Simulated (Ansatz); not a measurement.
A nudged elastic band was laid between two geometries of H4Si + H7N3OZr (17 atoms, charge 0, multiplicity 1).

All numbers below come from Ansatz 0.2.0, RHF/def2-SVP.

```json
{"movable images": "9", "climbing image": "yes", "spring": "5.0 eV/Å²", "optimiser": "quadratic models (default)", "start path": "through a guess of the saddle point", "force threshold": "0.03 eV/Å", "iteration limit": "60", "end points": "relaxed"}
```

Image 0:

```xyz
17
Properties=species:S:1:pos:R:3
Zr -0.147 0.591 -0.044
O -0.383 0.878 1.862
H -0.504 1.045 2.778
N 1.804 0.942 -0.613
H 2.627 0.717 -0.079
H 2.097 1.438 -1.437
N -1.355 1.843 -1.151
H -1.940 1.572 -1.923
H -1.520 2.818 -0.965
N -0.624 -1.354 -0.560
H -1.399 -1.890 -0.205
H -0.126 -1.928 -1.218
Si 1.192 -3.922 1.471
H -0.264 -4.193 1.435
H 1.730 -3.875 0.092
H 1.866 -5.019 2.207
H 1.457 -2.640 2.164
```

Image 10:

```xyz
17
Properties=species:S:1:pos:R:3
Zr 0.195 -0.459 -0.292
O 0.706 0.443 1.972
H -0.066 0.410 2.522
N 2.059 0.379 -0.556
H 2.600 0.288 -1.400
H 2.531 1.029 0.047
N -1.513 0.611 0.182
H -2.411 0.356 -0.199
H -1.621 1.502 0.636
N -0.260 -1.285 -2.110
H -1.113 -1.166 -2.631
H 0.319 -1.932 -2.620
Si 0.388 -2.906 1.199
H -0.921 -3.598 1.429
H 1.276 -3.949 0.596
H 0.941 -2.708 2.588
H 1.401 0.009 2.451
```

Question: What changes between the two ends?

Answer: Bonds broken: Si13–H17. Bonds formed: Zr1–Si13, O2–H17. H4Si + H7N3OZr becomes H11N3OSiZr.

Question: What energy profile does the band end with?

Answer: It converged. The highest image is number 5 of 0 to 10, 2.56 eV above the first end and 1.19 eV above the last; the last end lies 1.37 eV above the first. The profile has 3 maxima (images 2, 5, 8) with wells between them (images 3, 6): this band takes more than one step, which may be the mechanism or a detour left from its start path. Neighbouring images differ by up to 2.5 eV, so the band resolves the path poorly. A vibrational analysis at the climbing image gives one clearly imaginary mode, 1545i cm⁻¹, and a faint second one (33i cm⁻¹) that may be numerical noise or a soft torsion: probably a first-order saddle point. The orbitals stay closed-shell, which can raise the energy where a bond breaks towards radicals; this wasn't checked here.

```
image  path coordinate (Å)  energy (eV)  Si13–H17 (Å)  Zr1–Si13 (Å)  O2–H17 (Å)
    0                 0.00         0.00          1.48          4.94        3.98
    1                 2.67         0.03          1.48          4.94        3.66
    2                 5.35         0.04          1.48          5.20        3.81
    3                 8.02         0.00          1.48          4.86        3.86
    4                10.69         0.04          1.48          4.61        2.83
    5                13.36         2.56          1.95          3.44        1.17
    6                16.29         1.43          3.19          2.89        0.95
    7                19.22         1.44          3.05          2.90        0.95
    8                22.15         1.60          2.88          2.93        0.95
    9                25.08         1.54          2.88          2.91        0.95
   10                28.01         1.37          3.33          2.87        0.95
```

Question: What is the geometry of the highest image?

Answer: 
```xyz
17
Properties=species:S:1:pos:R:3
Zr -0.142 -0.228 -0.151
O -0.743 -0.488 1.902
H -1.518 -0.764 2.374
N 1.652 -0.454 -1.101
H 2.561 -0.604 -0.698
H 1.736 -0.522 -2.102
N -0.592 1.749 -0.331
H -1.318 2.219 0.183
H -0.112 2.427 -0.897
N -1.520 -1.227 -1.277
H -1.416 -2.179 -1.587
H -2.357 -0.849 -1.685
Si 1.693 -2.407 1.770
H 1.613 -3.521 0.770
H 3.047 -1.801 1.561
H 1.778 -3.093 3.098
H 0.147 -1.236 1.984
```

The run took 12 min on 4 threads of Arm Neoverse V2, with other jobs on the host, peak memory 0.54 GiB.
